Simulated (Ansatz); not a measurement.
System: C₅H₉B (charge 0, singlet). 
Structure (B3LYP-D3(BJ)/def2-TZVP (Ansatz, a first-principles code) minimum search):
SMILES: C=CB(C)C=C
```xyz
15

C      1.9667     1.3363    -0.1027
C      0.6723     1.0514     0.0733
B      0.0628    -0.3710    -0.0787
C      0.9294    -1.6255    -0.4599
C     -1.4627    -0.6001     0.1481
C     -2.3450     0.3495     0.4765
H      2.3628     2.3401     0.0106
H      2.6878     0.5720    -0.3689
H      0.0301     1.8885     0.3389
H      1.9933    -1.4485    -0.6150
H      0.8253    -2.3937     0.3156
H      0.5284    -2.0863    -1.3705
H     -1.8570    -1.6094     0.0335
H     -3.3993     0.1395     0.6239
H     -2.0495     1.3835     0.6130
```

Property: vertical ionisation energy (to the doublet state of charge +1; each state is the SCF solution reached for its spin; the UHF <S^2> is 0.92 for the doublet (pure: 0.75); for the doublet the Hartree-Fock reference is unstable and T1 is 0.024; for the singlet the Hartree-Fock reference is unstable and T1 is 0.011), in eV. Correlated levels leave the core frozen unless marked. Open shells are spin-unrestricted. No spin-orbit coupling. No relativistic terms. Basis-set limits of correlation are two-point, X^-3; Hartree-Fock from the larger set. The program attaches cautions to a run behind CCSD/aug-cc-pVDZ: other roots. The program attaches cautions to a run behind CCSD(T)/aug-cc-pVDZ: other roots.

| level | program | vertical ionisation energy (eV) |
|---|---|---|
| HF/aug-cc-pVTZ | Ansatz | 8.55 |
| HF/aug-cc-pVQZ | Ansatz | 8.55 |
| SVWN5/def2-TZVPD | Ansatz | 9.71 |
| PBE/def2-TZVPD | Ansatz | 9.45 |
| r2SCAN/def2-TZVPD | Ansatz | 9.44 |
| B3LYP/def2-TZVPD | Ansatz | 9.55 |
| PBE0/def2-TZVPD | Ansatz | 9.57 |
| BHLYP/def2-TZVPD | Ansatz | 9.51 |
| CAM-B3LYP/def2-TZVPD | Ansatz | 9.76 |
| wB97M-V/def2-TZVPD | Ansatz | 9.85 |
| wB97X-V/def2-TZVPD | Ansatz | 9.86 |
| B2PLYP/def2-TZVPD | Ansatz | 9.71 |
| RI-MP2/aug-cc-pVTZ | Ansatz | 10.45 |
| RI-MP2/aug-cc-pVQZ | Ansatz | 10.50 |
| RI-MP2/CBS(aug-cc-pVTZ,aug-cc-pVQZ) | Ansatz | 10.53 |
| CCSD/aug-cc-pVDZ | Ansatz | 9.93 |
| CCSD(T)/aug-cc-pVDZ | Ansatz | 9.98 |
